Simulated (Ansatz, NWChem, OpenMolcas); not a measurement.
Worked example: Cu2 → 2 Cu

Species: Cu2, singlet; Cu atom, doublet. 

Shapes, held fixed at every level: measured bond length. Programs: Ansatz 0.2.0, NWChem 7.3.0, OpenMolcas 26.06. A level may come from different programs for different species; with the same settings they agree closely. The zero-point and thermal change to 298 K, harmonic and unscaled (wB97M-V/def2-TZVPD), is +0.9 kJ/mol.

At CCSD/def2-SVPD; 1 Eh = 2625.50 kJ/mol:

| species | energy (Eh) |
| --- | --- |
| Cu2 | -3278.089021 |
| Cu | -1639.009601 |

Task: Work out ΔH(298 K) of the reaction at this level.

Result: 
1. Products less reactants: 2 × (-1639.009601) − [(-3278.089021)] = 0.069819 Eh = +183.3 kJ/mol.
2. With the thermal change: +183.3 + (+0.9) = +184.2 kJ/mol.

Other levels give +47.5 (HF/def2-SVP) to +620.6 kJ/mol (BLYP/def2-SVPD). No measured value is set beside it here. Open shells run unrestricted unless RO is named. Correlated rows may include outer-core shells of Cu, which these sets cover unevenly.
